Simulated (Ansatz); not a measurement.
A run for Ansatz (a first-principles code): U-r2SCAN/cc-pVTZ on CH4Ge (SMILES [CH3][GeH]), a point of a bond scan (R = 1.927 Å).

Ansatz 0.2 input:
```yaml
crystal:
  periodic: [false, false, false]
  atoms:
    - {symbol: Ge, position_ang: [-0.26416113, -0.20224226, 0.31354267]}
    - {symbol: H, position_ang: [-1.48716599, -0.65277156, -1.10527542]}
    - {symbol: C, position_ang: [1.00677717, 0.72630048, -0.93210586]}
    - {symbol: H, position_ang: [1.87671680, 1.13031224, -0.41651444]}
    - {symbol: H, position_ang: [0.48298915, 1.53601658, -1.44986562]}
    - {symbol: H, position_ang: [1.33611896, 0.02530398, -1.70554436]}
basis:
  gaussian:
    orbitals: cc-pVTZ
hamiltonian:
  xc: {name: r2SCAN}
magnetization: {spin_polarized: true, initial_magnetization: 0}
```

Output:

```
WARN ansatz: RAYON_NUM_THREADS=1 ignored (pool sized by the plan → 1); use --threads N
Functional definition: r2SCAN
integrals: 0.04 GiB planned
761 factors; their error is unknown
mean field: 0.48 GiB planned
mean field evaluation 1: about -57611.3096 eV, gradient 4.1e1 eV
mean field evaluation 2: about -57590.1334 eV, gradient 6.7e1 eV
mean field evaluation 4: about -57619.0766 eV, gradient 3.5e0 eV
mean field evaluation 8: about -57619.1399 eV, gradient 1.0e-1 eV
mean field evaluation 16: about -57619.1294 eV, gradient 3.1e-5 eV
mean field -57619.12942333 eV, -2117.4639506588 hartree, gradient 5.2e-6 eV, S^2 0.000000; 1 other end points of the search recorded, 0 dependent functions left out
reference -57619.12943547 eV, -2117.4639511050 hartree; 21, 21 occupied and 108, 108 virtual orbitals, 761 factors
Total energy: -57619.12943547 eV, -2117.4639511050 hartree
```

Self-consistency was reached.

Cost: roughly 6 core-seconds.
